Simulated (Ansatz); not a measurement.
Molecule: sum formula SiH$_{2}$F, net charge -1, singlet state. It need not be the lowest isomer of its formula. Whether it binds its extra electron was not tested at this geometry. 
Coordinates optimised at B3LYP-D3(BJ)/def2-TZVP (Ansatz, a program for electronic structure):
```
Si
F 1 1.7087
H 1 1.5584 2 97.75
H 1 1.5584 3 91.68 2 98.06
```
Charge -1, spin multiplicity 1.

Basis-set convergence of Hartree-Fock and CCSD correlation energies (hartree) with Ansatz. Valence correlation only, unless marked. No spin-orbit coupling. Non-relativistic.

| basis | functions | E(HF) | E(corr, CCSD) |
|---|---|---|---|
| aug-cc-pV(D+d)Z | 73 | -389.57722 | -0.35128 |
| aug-cc-pV(T+d)Z | 147 | -389.61561 | -0.42384 |
| aug-cc-pV(Q+d)Z | 261 | -389.62650 | -0.44883 |

Extrapolating the two largest sets (X = 3 and 4) as X^-3: E(corr) = (64·(-0.44883) - 27·(-0.42384))/37 = -0.4671 Eh, an estimate of the basis-set limit. The largest set recovers 96.1 % of it, the smallest 75.2 %.
